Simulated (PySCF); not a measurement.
Barium: a sound run and one with changed settings

Sound run: Ba [Xe] 6s2, Ba⁺ [Xe] 6s1. All numbers are calculated (PySCF 2.14, the spin-free X2C one-electron Hamiltonian (Gaussian nucleus), in Sapporo-DKH3-DZP-2012). In the sound run the correlated levels freeze [Xe]. The sound run starts from symmetry-adapted Hartree-Fock orbitals and uses a fine grid where one is needed.

Changed run: the non-relativistic Hamiltonian (point nucleus). This setting is unsound on purpose.

```csv
species,method,sound run (hartree),changed run (hartree),converged
Ba,UHF,-8131.14896,-7553.24056,yes
Ba,MN15,-8140.05890,-7562.75582,yes
Ba,LDA,-8127.23922,-7549.67582,yes
Ba,MP2,-8131.16097,-7553.25495,yes
Ba,CCSD(T),-8131.17093,-7553.27114,yes
Ba⁺,UHF,-8130.99194,-7553.10633,yes
Ba⁺,MN15,-8139.85437,-7562.58781,yes
Ba⁺,LDA,-8127.04163,-7549.50977,yes
```

Ionisation energy of Ba:

```csv
method,sound run (eV),changed run (eV)
UHF,4.273,3.653
MN15,5.566,4.572
LDA,5.377,4.518
MP2,4.599,4.044
SCS-MP2,4.665,4.122
CCSD,4.871,4.485
CCSD(T),4.871,4.485
CCSDT,4.871,4.485
FCI,4.871,4.485
```

Most of the change in total energy is the relativistic energy itself. On top of that the contraction fixes the core shape for the Hamiltonian it was made with, so the changed run is not a good calculation with the other Hamiltonian either.

For comparison, NIST gives 5.212 eV between the lowest levels.
